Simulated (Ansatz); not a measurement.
Consider the atomization: `Cc1ccc(O)cc1C` → 8 C• + 10 H• + O•.

Program: Ansatz. Geometries: PBE0-D4/def2-TZVP. ΔE: electronic, gas phase. CBS: MP2 limit from def2 TZ/QZ plus the TZ coupled-cluster correction, frozen cores. This one scheme is used for every species, atoms too. For atomizations the MP2-based limit and the directly extrapolated one differ by several kJ/mol either way, and by 10 to 25 for some Ge, Se and Sn compounds, so smaller differences from it don't rank the levels. Functionals use def2-TZVPP. B3LYP here is the variant with VWN-RPA as its local correlation; programs differ in this. HSE06 is defined as in plane-wave codes. Open shells (•) are unrestricted, without spin–orbit coupling. Spin–orbit coupling would lower the free atoms: a little for C, O. Each species was taken in one conformer, which may not be the lowest.

```tsv
level	ΔE (kcal/mol)	difference from CCSD(T)/CBS
LDA (SPW92)	2387.4	327.0
revPBE-D4	2082.9	22.5
BLYP-D4	2068.3	7.9
r2SCAN-D4	2079.9	19.5
PBE0-D4	2095.5	35.1
B3LYP-D4	2068.5	8.1
r2SCANh-D4	2067.4	7.0
r2SCAN0-D4	2049.5	-10.9
HSE06-D4	2097.2	36.8
BHLYP-D4	2004.5	-55.9
CAM-B3LYP-D4	2074.7	14.3
ωB97M-V	2071.0	10.6
B2PLYP	2048.8	-11.6
PBE-QIDH	2072.7	12.3
PBE	2123.2	62.8
revPBE	2043.7	-16.7
BLYP	2041.8	-18.6
r2SCAN	2076.7	16.3
PBE0	2085.3	24.9
B3LYP	2049.4	-11.0
r2SCANh	2064.0	3.6
r2SCAN0	2045.7	-14.7
HSE06	2087.7	27.3
BHLYP	1991.0	-69.4
CAM-B3LYP	2064.4	4.0
LC-ωPBE	2069.4	9.0
HF/def2-SVP	1555.3	-505.1
MP2/def2-SVP	2026.9	-33.5
CCSD(T)/def2-SVP	1986.9	-73.5
HF/def2-TZVPP	1522.5	-537.9
MP2/def2-TZVPP	2065.4	5.0
SCS-MP2/def2-TZVPP	2038.1	-22.3
CCSD/def2-TZVPP	1976.7	-83.7
CCSD(T)/def2-TZVPP	2013.0	-47.4
HF/def2-QZVPP	1524.2	-536.2
MP2/def2-QZVPP	2093.2	32.8
SCS-MP2/def2-QZVPP	2069.2	8.8
HF/CBS(def2)	1524.5	-535.9
MP2/CBS(def2)	2112.8	52.4
CCSD/CBS(def2)	2024.1	-36.3
CCSD(T)/CBS	2060.4	0
```

Largest T1 diagnostic among the species: 0.011.

In def2-TZVPP, CCSD(T) changes the Hartree–Fock value by +490.4 kcal/mol (the triples alone add +36.3 kcal/mol) and MP2 by +542.9 kcal/mol; breaking electron pairs costs correlation energy, which Hartree–Fock lacks. At CCSD(T), def2-SVP lies −73.5 kcal/mol from the extrapolated value and def2-TZVPP −47.4 kcal/mol: correlation converges slowly with the basis, and small sets miss more of it in the bonded molecule than in its fragments.
